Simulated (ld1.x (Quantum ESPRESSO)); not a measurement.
# N (Z = 7): one change to an RRKJ potential, before and after

nitrogen (N), norm-conserving RRKJ (Kleinman–Bylander form), made with ld1.x (Quantum ESPRESSO) 7.5 (LDA (PZ), non-relativistic). Core [He], reference 2s2 2p2 (charge +1). Waves: 2p (bound): rc 2.10 bohr; 2s (bound): rc 0.65 bohr. Local part: the s channel. Core correction: a·sin(br)/r model core, default radius (core density twice the valence density).

Change: all radii but the core radius scaled by about 1.39 (s 0.90, p 2.92 bohr).

Cutoffs: the cutoffs (Ry, on a coarse ladder) from which the occupation-weighted sum of valence levels, in a spherical-Bessel basis at the reference potential, stays within 10 and 1 mRy of its value at 400 Ry; they do not see the model core or the augmentation charge, which bear on the density cutoff. Errors are all-electron minus pseudo energies relative to the spin-unpolarised reference configuration.

Question: What does the change do?

Answer: Of the 9 tests that both files solve, the error grows in 9 and shrinks in 0 by more than 15 % and 0.3 meV (median size 123.6 → 362.5 meV); neither file shows a bound ghost at the reference potential, the only one tested. More of the atom is replaced by a form fitted at one configuration, so other configurations suffer.

```csv
quantity,base,changed
"cutoff, loose",180 Ry,55 Ry
"cutoff, tight",over 300 Ry,140 Ry
loose cutoff by channel (10 mRy a level),"p 25 Ry, s 160 Ry","p 15 Ry, s 50 Ry"
bound ghosts,none,none
"error for 2s2 2p3, meV [ΔE -13.74 eV]",+81,+363
"error for 2s2 2p1, meV [ΔE 28.97 eV]",+296,+907
"error for 2s2 2p0, meV [ΔE 76.14 eV]",+1812,+4856
"error for 2s1 2p3, meV [ΔE 11.42 eV]",+6.9,-122
"error for 2s1 2p0, meV [ΔE 153.57 eV]",+3135,+8434
"error for 2s0 2p5, meV [ΔE 8.66 eV]",+399,+924
"error for 2s2 2p2.5, meV [ΔE -8.57 eV]",+30,+122
"error for 2s2 2p2 (spin-polarised), meV [ΔE -1.69 eV]",-12,-172
"error for 2s2 2p3 (spin-polarised), meV [ΔE -16.63 eV]",+124,+225
```

Changed file: These tests converged, but a pseudo level misses the all-electron one widely, so the file describes the atom poorly there or has found another state: 2s2 2p0: empty 2p by 6.1 eV; 2s1 2p0: empty 2p by 9.3 eV.
